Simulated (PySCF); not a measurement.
# Worked example: chemical shift, span and skew from a shielding tensor

C3H8NO, SMILES C[NH+](C)C=O, charge +1. Atoms are numbered in the order given.

```xyz
13

C     -0.4511     1.6115    -0.3137
N     -0.2545     0.3170     0.4071
C     -1.3207    -0.6837     0.1297
C      1.1395    -0.2333     0.1054
O      1.2653    -1.3005    -0.3613
H     -0.4518     1.4138    -1.3933
H      0.3610     2.3034    -0.0545
H     -1.4138     2.0411    -0.0108
H     -0.2569     0.5239     1.4169
H     -1.3144    -0.9167    -0.9415
H     -1.1171    -1.5959     0.7023
H     -2.2844    -0.2505     0.4222
H      1.9304     0.4987     0.3715
```
Charge +1, spin multiplicity 1.

Geometry optimised at PBE0-D3(BJ)/def2-SVP. The isomer is the one that the SMILES or the coordinates give; other isomers of the formula were not compared. One conformer was computed; it need not be the lowest.

GIAO shieldings from KT2/pcSseg-1 run with PySCF, non-relativistic, no solvent. The symmetric part of the tensor of C1 has the principal values 120.4, 128.0, 184.0 ppm. The same nucleus in TMS has σ = 185.1 ppm at this level (PySCF, at its B3LYP-D3(BJ)/def2-TZVP geometry).

Question: Work out the isotropic shielding, the ¹³C shift against TMS, the span and the skew.

Answer: 
σ(iso) = (σ11 + σ22 + σ33)/3 = 144.1 ppm. δ = σ(ref) − σ(iso) = 185.1 − (144.1) = 41.0 ppm.
Span Ω = σ33 − σ11 = 63.6 ppm. Skew κ = 3(σ(iso) − σ22)/Ω = 0.76. Tumbling in solution averages the tensor to δ; in a static solid the shielding alone would spread this spin-1/2 line over Ω.
